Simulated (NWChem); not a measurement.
System: AlCl₂, doublet; SMILES [Cl][Al][Cl]

In the optimisation the excess spin sits in a1 (C2v, its own frame). The spin multiplicity was typed, not searched, and may not be the lowest.

Give the equilibrium geometry at PBE-D3(BJ)/def2-SVP, spin-unrestricted (NWChem) as an XYZ file, with the point group.

point group C2v; any orientation.
```
3

Al     0.0000     0.0000     0.7629
Cl     1.8385     0.0000    -0.3067
Cl    -1.8385     0.0000    -0.3067
```
